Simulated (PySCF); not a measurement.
C3H6FNSi, SMILES F[SiH2]N1CC=C1.

Geometry optimised at PBE-D3(BJ)/def2-SVP. The structure was generated by enumeration, and PubChem lists no compound with its InChIKey, so it may never have been made. Other conformers were not sampled.

Two levels are set side by side: PBE/def2-TZVP (PySCF) and ωB97X/def2-TZVP (PySCF). Same geometry, gas phase. Differences are taken from unrounded values.

| quantity | PBE |
|---|---|
| orbital gap (eV) | 4.43 |
| highest occupied level (eV) | -5.21 |
| lowest empty level (eV) | -0.78 |
| dipole moment (D) | 1.59 |
| mean polarisability (bohr³) | 69.4 |

These are the PBE values. What does ωB97X give? (An estimate is asked for; the answer gives what the named calculation found.)


```tsv
quantity	ωB97X	PBE minus ωB97X
orbital gap (eV)	10.94	-6.52
highest occupied level (eV)	-8.59	3.38
lowest empty level (eV)	2.35	-3.13
dipole moment (D)	1.64	-0.05
mean polarisability (bohr³)	65.6	3.8
```

Without exact exchange PBE keeps part of each electron's self-repulsion, which lifts occupied levels and narrows the gap. PBE's more diffuse valence density responds more strongly to a field. Differences between two approximate levels are no errors against the true value.

Rough cost on one machine, each run with all the roots and properties that it gave: ωB97X against PBE within a factor of 2.
